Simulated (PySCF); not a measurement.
Vertical excitations of a molecule CH₇GeNOSi from TDA-CAM-B3LYP/def2-SVPD (PySCF), as energy in eV (oscillator strength): 5.46 (0.001), 5.79 (0.017), 6.01 (0.003), 6.26 (0.147), 6.35 (0.047), 6.73 (0.051), 6.77 (0.150), 6.97 (0.009), 7.14 (0.052), 7.38 (0.015). Lowest triplet (TDA): 5.15 eV. Coordinates come from a PBE0-D3(BJ)/def2-SVP optimisation. One conformer was computed; it need not be the lowest.

Q: Identify the compound among the candidates.
A) [OH][Ge@@H]1[NH]C[SiH2]1
B) [CH3][Ge@H]1[NH][SiH2][O]1
C) [OH][Ge@@H]1[CH2]N[SiH2]1
D) O[Si@@H]1C[NH][GeH2]1

A: C, [OH][Ge@@H]1[CH2]N[SiH2]1
